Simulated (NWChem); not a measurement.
CH4O3Si; SMILES O[SiH]1OCO1

```xyz
9

O      0.4230     1.8941     0.0000
Si    -0.4305     0.4975     0.0000
O      0.0211    -0.7013    -1.0995
C      0.2968    -1.5561     0.0000
O      0.0211    -0.7013     1.0995
H      1.3841     1.8380     0.0000
H     -1.8402     0.9266     0.0000
H     -0.3711    -2.4365     0.0000
H      1.3518    -1.8875     0.0000
```
Atoms are numbered in this order, from 1.

Computed with NWChem. Medium grid unless said otherwise, to which SCAN and Minnesota functionals are sensitive. Structure relaxed at the PBE0/def2-SVP level. B3LYP is NWChem's, with the RPA form of VWN correlation. Total energies of different functionals are on different scales.

```json
[
 {"level": "PBE/def2-TZVP", "energy (Ha)": "-555.4706", "highest occupied level (eV)": "-6.68", "orbital gap (eV)": "6.21", "dipole (D)": "0.99"},
 {"level": "B3LYP/def2-TZVP", "energy (Ha)": "-555.9297", "highest occupied level (eV)": "-8.02", "orbital gap (eV)": "8.23", "dipole (D)": "0.97"},
 {"level": "CAM-B3LYP/def2-TZVP", "energy (Ha)": "-555.8289", "highest occupied level (eV)": "-9.71", "orbital gap (eV)": "11.15", "dipole (D)": "0.98"},
 {"level": "M06-2X/def2-TZVP", "energy (Ha)": "-555.7941", "highest occupied level (eV)": "-9.78", "orbital gap (eV)": "11.03", "dipole (D)": "0.93"},
 {"level": "PBE0/def2-TZVP", "energy (Ha)": "-555.5009", "highest occupied level (eV)": "-8.23", "orbital gap (eV)": "8.70", "dipole (D)": "0.97"},
 {"level": "BLYP/def2-TZVP", "energy (Ha)": "-555.8534", "highest occupied level (eV)": "[?]", "orbital gap (eV)": "[?]", "dipole (D)": "0.99"}
]
```

### Question
Complete the blanks.

### Answer

- BLYP/def2-TZVP, highest occupied level (eV): -6.62
- BLYP/def2-TZVP, orbital gap (eV): 6.25
